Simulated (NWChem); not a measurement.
TiNH2OF; SMILES [NH2][Ti](=[O])[F]

```xyz
6

Ti     0.1012    -0.1243    -0.0130
O      1.6068     0.4256    -0.1923
F     -0.1690    -1.9032    -0.0558
N     -1.2018     1.2086    -0.3760
H     -2.2152     1.0587    -0.4639
H     -0.9963     2.1812    -0.6325
```
Atoms are numbered in this order, from 1.

All runs: NWChem. All runs use the structure optimised with PBE-D3(BJ)/def2-SVP. Vzz is the largest principal value of the second derivative of the potential at the nucleus (NWChem prints the opposite sign); η is the asymmetry. Non-relativistic.

For level CAM-B3LYP/def2-TZVP:

- Vzz Ti1 (a.u.): 1.785
- η Ti1: 0.20
- Vzz O2 (a.u.): 0.467
- Vzz N4 (a.u.): 0.512
- η N4: 0.67

Question: How do the values read with level Hartree-Fock/cc-pVTZ instead?

Answer: 
- Vzz Ti1 (a.u.): 1.721
- η Ti1: 0.38
- Vzz O2 (a.u.): 0.483
- Vzz N4 (a.u.): 0.552
- η N4: 0.81
